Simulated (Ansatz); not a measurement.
A nudged elastic band was laid between two geometries of C₃H₈GeO₂ (14 atoms, charge 0, multiplicity 1).

Computed with RKS PBE0/def2-SVP (Ansatz 0.2.0).

* movable images: 7
* climbing image: yes
* spring: 5.0 eV/Å²
* optimiser: fire
* start path: IDPP
* force threshold: 0.03 eV/Å
* iteration limit: 33
* end points: relaxed
* largest step: 0.5 Å

First end point:

```xyz
14
Properties=species:S:1:pos:R:3
C -0.979 -1.123 0.402
C 0.023 -0.243 -0.320
O 0.352 -0.754 -1.583
C 1.239 0.184 0.557
O 1.026 1.568 0.812
Ge -0.369 1.708 -0.346
H -1.886 -1.266 -0.203
H -0.539 -2.120 0.597
H -1.271 -0.701 1.376
H 0.575 -1.688 -1.482
H 1.311 -0.375 1.510
H 2.170 0.015 -0.016
H -1.639 2.254 0.339
H -0.027 2.513 -1.614
```

Last end point:

```xyz
14
Properties=species:S:1:pos:R:3
C -0.875 -1.182 0.460
C 0.111 -0.287 -0.262
O 0.717 -0.941 -1.344
C 1.091 0.470 0.686
O 0.647 1.822 0.647
Ge -0.528 1.544 -0.712
H -1.384 -0.655 1.282
H -1.638 -1.568 -0.232
H -0.349 -2.049 0.904
H 1.036 -1.799 -1.035
H 1.077 0.091 1.725
H 2.120 0.368 0.292
H -1.960 1.980 -0.338
H -0.078 2.177 -2.043
```

Question: Which bonds break or form, and what moves?

Answer: No bond is made or broken. The dihedral H7–C1–C2–Ge6 goes from 76 to -45°. The two ends are copies of one structure, up to a mirror image or an exchange of like atoms.

Question: Give the energies along the band, and the barrier.

Answer: The forces met the threshold. The highest image is number 4 of 0 to 8, 4.4 kcal/mol above the ends, which have the same energy within 2 meV. The order of the stationary point at the top wasn't checked.

```
image  path coordinate (Å)  energy (kcal/mol)  dihedral H7–C1–C2–Ge6 (°)
    0                 0.00                0.0                         76
    1                 0.45                0.7                         61
    2                 0.89                2.3                         46
    3                 1.33                3.8                         31
    4                 1.78                4.4                         16
    5                 2.22                3.8                          1
    6                 2.67                2.2                        -14
    7                 3.12                0.7                        -30
    8                 3.56                0.0                        -45
```

Question: What is the geometry of the highest image?

Answer: 
```xyz
14
Properties=species:S:1:pos:R:3
C -0.925 -1.185 0.477
C 0.085 -0.287 -0.251
O 0.649 -0.917 -1.374
C 1.125 0.433 0.667
O 0.733 1.801 0.651
Ge -0.487 1.573 -0.675
H -1.957 -0.804 0.439
H -0.946 -2.174 -0.007
H -0.672 -1.328 1.539
H 1.038 -1.754 -1.091
H 1.146 0.055 1.706
H 2.133 0.300 0.228
H -1.889 2.068 -0.264
H -0.047 2.190 -2.016
```

The run took 17 min on 2 threads of Arm Neoverse V1 (shared host), peak memory 0.45 GiB.
